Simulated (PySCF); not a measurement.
Species: TMS-CHClF, C4H10ClFSi.
SMILES: `C[Si](C)(C)[C@H](F)Cl`

Level: PBE0/pcSseg-1 in PySCF, non-relativistic, on one gas-phase PBE0-D3(BJ)/def2-SVP geometry that isn't relaxed in the solvent. The solvent is an IEF-PCM continuum (Bondi radii, 1.10 Å for H, scaled by 1.2). Specific hydrogen bonds and non-electrostatic terms are outside this model.

```tsv
run	E − E(gas) (kcal/mol)	HOMO (eV)	HOMO–LUMO gap (eV)	dipole (D)
gas	0.00	-7.92	8.54	2.57
P	-2.62	-7.92	8.60	3.06
Q	-1.65	-7.92	8.58	2.87
R	-3.62	-7.93	8.62	3.26
```

Q: The runs were made in benzene, chloroform and methanol. Which run belongs to which solvent?

A: P = chloroform, Q = benzene, R = methanol. The dielectric constants are 2.271 (benzene), 4.711 (chloroform), 32.61 (methanol), and the energy falls further as ε rises. In this model the ground state sees the solvent through ε alone.

Q: How constant is the ratio of the lowering to (ε − 1)/(2ε + 1)?

A: 
```
   solvent  (ε − 1)/(2ε + 1)  E − E(gas) (kcal/mol)  ratio (kcal/mol)  polarisation term (kcal/mol)
   benzene             0.229                  -1.65              -7.2                         -1.75
chloroform             0.356                  -2.62              -7.4                         -2.88
  methanol             0.477                  -3.62              -7.6                         -4.13
```

The ratio changes by +5.4 % in size from benzene to methanol. The polarisation term is half the interaction of the solute with the induced surface charges.

Conformer computed: `[CH3:1][Si:2]([CH3:3])([CH3:4])[C@H:5]([F:6])[Cl:7]`: C1–Si2–C5–F6 60°.
